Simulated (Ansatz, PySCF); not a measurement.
Molecule: CH4Al (charge 0, doublet). It need not be the lowest isomer of its formula. 
Coordinates optimised at B3LYP-D3(BJ)/def2-TZVP (Ansatz, a first-principles code):
SMILES: [CH3][AlH]
```xyz
6

Al    -0.1553    -0.7257    -0.2821
C      0.3902     1.0380     0.4148
H     -0.0854     1.2043     1.3877
H      0.0248     1.8209    -0.2590
H      1.4665     1.1625     0.5334
H     -1.7285    -0.9816    -0.4832
```
Charge 0, spin multiplicity 2.

Dipole moments at this geometry, in debye (magnitudes).

```csv
level,program,dipole (D)
HF/def2-TZVPD,PySCF,0.60
SVWN5/def2-TZVPD,Ansatz,0.68
revPBE/def2-TZVPD,Ansatz,0.69
BP86/def2-TZVPD,PySCF,0.69
BHLYP/def2-TZVPD,Ansatz,0.61
r2SCAN0/def2-TZVPD,Ansatz,0.65
HSE06/def2-TZVPD,Ansatz,0.65
CAM-B3LYP/def2-TZVPD,Ansatz,0.62
CCSD(T)/aug-cc-pV(D+d)Z,Ansatz,0.62
```
